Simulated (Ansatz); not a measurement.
## Ansatz (development build ahead of 0.2.0) run

```yaml
crystal:
  periodic: [false, false, false]
  atoms:
    - { symbol: Li, position_ang: [4.05035, 0.0, 0.0] }
    - { symbol: Li, position_ang: [2.86403, 2.89267, 0.0] }
    - { symbol: Li, position_ang: [0.0, 4.09085, 0.0] }
    - { symbol: Li, position_ang: [-2.86403, 2.89267, 0.0] }
    - { symbol: Li, position_ang: [-4.05035, 0.0, 0.0] }
    - { symbol: Li, position_ang: [-2.86403, -2.89267, 0.0] }
    - { symbol: Li, position_ang: [0.0, -4.09085, 0.0] }
    - { symbol: Li, position_ang: [2.86403, -2.89267, 0.0] }
    - { symbol: H, position_ang: [4.20397, 1.75876, 0.0] }
    - { symbol: H, position_ang: [1.74134, 4.24601, 0.0] }
    - { symbol: H, position_ang: [-1.74134, 4.24601, 0.0] }
    - { symbol: H, position_ang: [-4.20397, 1.75876, 0.0] }
    - { symbol: H, position_ang: [-4.20397, -1.75876, 0.0] }
    - { symbol: H, position_ang: [-1.74134, -4.24601, 0.0] }
    - { symbol: H, position_ang: [1.74134, -4.24601, 0.0] }
    - { symbol: H, position_ang: [4.20397, -1.75876, 0.0] }
basis:
  gaussian: { orbitals: def2-SVP }
hamiltonian:
  xc: hf
```

The input is written out in the form of the current development build from the run's settings.

Results

```json
{
  "Converged": "yes",
  "Total energy": "-64.26568 hartree",
  "Spin squared of the determinant": "0.000"
}
```
